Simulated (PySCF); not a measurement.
Geometries of 2 isomers of C2H6OSSi, from PBE0-D3(BJ)/def2-SVP geometry optimisation, gas phase in PySCF. One conformer each, no zero-point energy, no frequencies.

Question: Which is lower in electronic energy at this level?
A.
```xyz
11
angstrom
C     -1.801   -0.033   -0.163
C     -0.429   -0.381    0.301
S     -0.132   -1.456    1.491
Si     1.099    0.433   -0.504
O      2.431   -0.128    0.298
H     -1.968    1.053   -0.056
H     -1.896   -0.248   -1.242
H     -2.577   -0.581    0.389
H      1.104    0.062   -1.951
H      0.966    1.915   -0.391
H      2.155   -0.785    0.962
```
B.
```xyz
11
angstrom
C     -1.707    0.307   -0.049
C     -0.266    0.658   -0.207
S      0.302    2.069   -0.821
O      0.539   -0.299    0.224
Si     2.253   -0.088    0.150
H     -1.943    0.248    1.027
H     -1.892   -0.693   -0.472
H     -2.353    1.052   -0.525
H      2.715   -1.383    0.723
H      2.710    0.042   -1.258
H      2.684    1.040    1.014
```

Answer: B. That is `CC(=S)O[SiH3]`, 2.9 kcal/mol below the other.

```tsv
SMILES	atoms numbered as above	E (Eh)	relative (kcal/mol)	relative (kJ/mol)	dipole (D)
CC(=S)O[SiH3]	[CH3:1][C:2](=[S:3])[O:4][SiH3:5]	-841.99349	0.0	0.0	1.66
CC(=S)[SiH2]O	[CH3:1][C:2](=[S:3])[SiH2:4][OH:5]	-841.98890	2.9	12.1	2.44
```

As drawn, the higher has an O–H bond and an Si–C bond, which the lower lacks.
